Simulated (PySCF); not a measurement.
H₆O₄SiTi, SMILES [Ti]1([OH])([OH])([OH])<-[SiH3][O]1, multiplicity 1. Atoms are numbered in the order given.

```xyz
12

Si    -2.6516    -0.4456    -0.1024
O     -1.0210    -0.1669    -0.0299
Ti     0.7564     0.1275     0.0298
O      1.6343    -1.4327    -0.0325
O      1.1821     0.9789     1.5474
O      1.2547     1.1344    -1.3654
H     -3.3989     0.7024     0.4904
H     -2.9984    -1.6841     0.6552
H     -3.0845    -0.6162    -1.5208
H      2.1927    -1.8606     0.6276
H      1.5460     1.8618     1.6841
H      1.8239     0.9220    -2.1149
```

Geometry: B3LYP-D3(BJ)/def2-SVP. The multiplicity is an assumed one; other spin states were not compared. One conformer was computed; it need not be the lowest.

Two levels are set side by side: PBE/pcSseg-1 (PySCF) and B3LYP/pcSseg-1 (PySCF). GIAO shifts against H2O (¹⁷O), TMS (²⁹Si), TMS (¹H) at the same level; non-relativistic, no solvent, atoms listed together averaged. Differences are taken from unrounded values.

```
quantity                      B3LYP    PBE  PBE minus B3LYP
----------------------------  -----  -----  ---------------
δ(²⁹Si) of Si1 (ppm)          -41.2  -35.8              5.5
δ(¹⁷O) of O2 (ppm)            285.1  283.6             -1.5
δ(¹⁷O) of O4, O5, O6 (ppm)    341.4  338.5             -2.9
δ(¹H) of H7, H8, H9 (ppm)      5.19   5.52             0.33
δ(¹H) of H10, H11, H12 (ppm)   7.60   7.73             0.13
```

Rough cost on one machine, each run with all the roots and properties that it gave: B3LYP against PBE within a factor of 2.
